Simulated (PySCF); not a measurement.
What settings do to a single point of [TaF4(H2S)]+

The sound run of [TaF4(H2S)]+ (singlet) uses PySCF 2.14.0, RKS r2SCAN, Ta def2-SVP with ECP60, F def2-SVP, S def2-SVP, H def2-SVP; non-relativistic Hamiltonian with scalar-relativistic core potentials where named; density fitting; no spin-orbit coupling, grid (50, 194), threshold 1e-8 Eh and 55 cycles, at the relaxed geometry:

```xyz
8

Ta   -0.0314    0.3285    0.0092
F     0.0166   -0.0922    1.7929
F     1.4766    0.1008   -1.0146
F     0.0112    2.1556    0.1338
F    -1.6591    0.1514   -0.8181
S     0.0821   -2.4255   -0.2061
H    -1.1798   -2.7985    0.1306
H    -0.1249   -2.5723   -1.5396
```

There Ta1 has a Mulliken charge of 1.59 e and the dipole about the centre of mass is 4.71 D. Each run below changes one thing and starts from free metal ions and neutral atoms unless it says otherwise; with 55 cycles, smearing, a level shift and second-order steps follow where DIIS fails, and their cycles count. Energy shifts count from the sound run.

| change | outcome | cycles | energy shift (eV) | largest force component (eV/Å) | charge on Ta1 (e) | dipole about the centre of mass (D) |
| --- | --- | --- | --- | --- | --- | --- |
| charge changed by +5, spin kept, limit 85 cycles | refused | – | – | – | – | – |
| grid (30, 86) | converged | 11 | -0.0522 | 0.54 | 1.59 | 4.71 |
| cycle limit 8 | not converged | 8 | – | – | – | – |
| all coordinates × 0.94 | converged | 10 | 1.52 | 6.03 | 1.47 | 4.16 |

(1) How does the run with this change end: start from a density of up to 30 smeared cycles (not counted)?

Forces carry noise of the integration grid, about 0.01 to 0.03 eV/Å.

No frequency check is given that shows the relaxed geometry to be a minimum.

Answers

(1) outcome converged, cycles 8, energy shift (eV) 0.0000, largest force component (eV/Å) 0.02, charge on Ta1 (e) 1.59, dipole about the centre of mass (D) 4.71.
